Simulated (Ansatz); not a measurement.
The cluster Ag4Se⁻, relaxed as a doublet with UKS PBE-D4/def2-SVPD in Ansatz, starting from the GFN1-xTB geometry. Force threshold 0.02 eV/Å.

In the def2 sets Ag takes a core potential; there is no spin–orbit coupling. The structure comes from a short search, and lower isomers may exist.

Start:

```xyz
5

Ag   -0.992    0.022   -1.313
Ag   -2.411    2.063   -0.279
Ag    2.715   -2.448    0.349
Ag   -0.325    1.142    1.157
Se    1.013   -0.779    0.087
```

Estimate the energy that the relaxation releases and the steps that it takes.

0.90 eV, in 26 steps; 3.4 min on 4 threads of Arm Neoverse N1 on a shared host. The force fell under the threshold at step 17, but the optimiser went on and released 0.403 eV more. No frequencies were taken in this run, so the end may be a saddle point.

Does the start keep its bonding and symmetry?

Bonds lost: Ag1–Se5 (atoms count from 1). Bonds formed: Ag1–Ag3 (atoms count from 1). Metal–metal contacts that move far: Ag3–Ag4 4.77 to 2.90 Å. The end is the same structure that another start reached, the lowest one found. Point group Cs at the start, Cs at the end, both within 0.05 Å.

Predict the relaxed structure.


Cartesian coordinates in Å:
```
Ag -1.362 -0.938 -0.942
Ag -2.476 1.430 -0.111
Ag 1.244 -1.587 -0.388
Ag 0.122 0.929 0.516
Se 2.473 0.165 0.925
```
Bond lengths (bridged metal pairs left out): 4 × Ag–Ag 2.72 to 2.80 Å; 2 × Ag–Se 2.51 Å.
